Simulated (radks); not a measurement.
The nuclear charge of the selenium ion Se+ is varied continuously with 33 electrons held in [Ar] 3d10 4s2 4p3. All-electron calculation, Dirac Kohn-Sham, PBE, spin-unpolarised, spherical densities, finite nucleus; open shells fill j = l - 1/2 first; Fermi nuclear charge, rms radius 4.14 fm. Program: a radial shooting solver on a logarithmic mesh with Libxc functionals. By the Hellmann-Feynman theorem dE/dZ = E(electron-nucleus)/Z, the electronic potential at the nucleus (averaged over a nucleus of fixed radius).

Z	E (hartree)	E(electron-nucleus)/Z (hartree)	HOMO	e(HOMO) (eV)	<r> HOMO (bohr)
33	-2260.92268	-165.384	4p3/2	-5.047	2.579
33.5	-2344.46627	-168.789	4p3/2	-9.761	2.324
34	-2429.71094	-172.189	4p3/2	-15.192	2.136
34.5	-2516.65455	-175.585	4p3/2	-21.264	1.987
35	-2605.29632	-178.982	4p3/2	-27.931	1.865

The central difference of E at Z = 34 is -172.188 hartree, to compare with the third column; the second derivative is -6.8 hartree.
